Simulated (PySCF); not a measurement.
A calculated (TPSS, PySCF 2.14, aug-cc-pVTZ-DK, scalar relativity by spin-free X2C-1e) atom or ion has these occupied shells.

| shell | electrons | orbital energy (eV) | rms radius, mean of both spins (bohr) |
| --- | --- | --- | --- |
| 1s α | 1 | -2772.9 | 0.105 |
| 1s β | 1 | -2772.5 | 0.105 |
| 2s α | 1 | -267.46 | 0.483 |
| 2s β | 1 | -267.13 | 0.483 |
| 2p α | 3 | -205.36 | 0.454 |
| 2p β | 3 | -204.88 | 0.454 |
| 3s α | 1 | -33.587 | 1.61 |
| 3s β | 1 | -30.740 | 1.61 |
| 3p α | 3 | -20.499 | 1.84 |
| 3p β | 1 | -18.594 | 1.84 |

Q: Name the element and its charge.

A: Cl⁺ (chlorine, charge +1), in [Ne] 3s2 3p4, high-spin 3P determinant.
